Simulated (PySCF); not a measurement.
# What a mistake does to a calculation on AlC2H7Si

Calculated results; nothing here was measured. The program is PySCF 2.14.0, an open-source quantum chemistry code, run on an isolated molecule that a program drew, which may never have been made. The molecule is AlC2H7Si (charge 0, singlet), drawn as the SMILES string `C[Si][CH2][AlH2]`.

Each row is a Hartree-Fock (HF) and frozen-core CCSD(T) single point in the cc-pV(D+d)Z basis, meant for a local HF minimum. Run 1 is clean. Each other run has one planted mistake out of seven kinds, and not every kind appears here: one electron removed, one electron added, multiplicity raised by two, geometry at a saddle point, minimal basis STO-3G, one bond length entered in bohr, all coordinates scaled. The reference is restricted for singlets and unrestricted otherwise, and also for a bond in bohr. Adding or removing an electron swaps singlet and doublet. Electrons count all cores. HOMO and LUMO are orbital energies over both spins, the gradient is its largest component, and the lowest frequency (negative if imaginary) is given only where the gradient is small. Bond lengths are over the 10 bonds as drawn. T1 is the CCSD diagnostic: over 0.02 (restricted) or 0.045 (unrestricted) a single reference is doubtful.

Geometry of the clean run:
```xyz
11
AlC2H7Si, angstrom
C    -1.9783    2.0442   -0.5155
Si   -3.0530    0.6154    0.1636
C    -1.8984   -0.0729    1.4826
Al   -0.6162   -1.4620    0.9115
H    -2.3628    2.4479   -1.4554
H    -2.0077    2.8570    0.2252
H    -0.9246    1.7748   -0.6489
H    -2.4825   -0.5477    2.2806
H    -1.2529    0.7106    1.9096
H    -0.8194   -2.9671    1.3483
H     0.6442   -1.0616    0.0428
```

```
run  electrons  basis functions  <S^2>  HOMO (eV)  LUMO (eV)  gradient (hartree/bohr)  lowest frequency (cm^-1)  mean bond (Å)  longest bond (Å)      T1  HF (hartree)  CCSD(T) (hartree)                          mistake
  1         46              109  0.000      -8.14       0.79                  1.5e-05                        64         1.4420             1.975  0.0125    -610.61628         -611.13504                         no fault
  2         46              109  1.038      -8.51       0.82                  2.1e-02                         -         1.5392             2.065  0.0768    -610.49147         -611.00493  one bond length entered in bohr
  3         46              109  2.005      -7.07       0.76                  2.9e-02                         -         1.4420             1.975  0.0153    -610.58487         -611.08042       multiplicity raised by two
  4         46              109  0.000      -7.82       1.03                  8.1e-02                         -         1.3252             1.815  0.0117    -610.54713         -611.05761           all coordinates scaled
  5         46               35  0.000      -5.39       6.52                  4.3e-02                         -         1.4420             1.975  0.0080    -603.45584         -603.68241             minimal basis STO-3G
  6         45              109  0.759     -15.38      -5.91                  6.3e-02                         -         1.4420             1.975  0.0172    -610.35947         -610.84760                                ?
```

**Which mistake was planted in run 6, and what did it cost?**

It counts 45 electrons, one fewer than the clean run, at the same geometry and basis. So the mistake is: one electron removed. Subtracting run 1 and multiplying by 627.51 kcal/mol a hartree, the energy moved by 161.2 kcal/mol in HF and 180.4 kcal/mol in CCSD(T).

Cautions from the logs. Run 2: T1 is over the limit, so its CCSD(T) energy is less reliable.
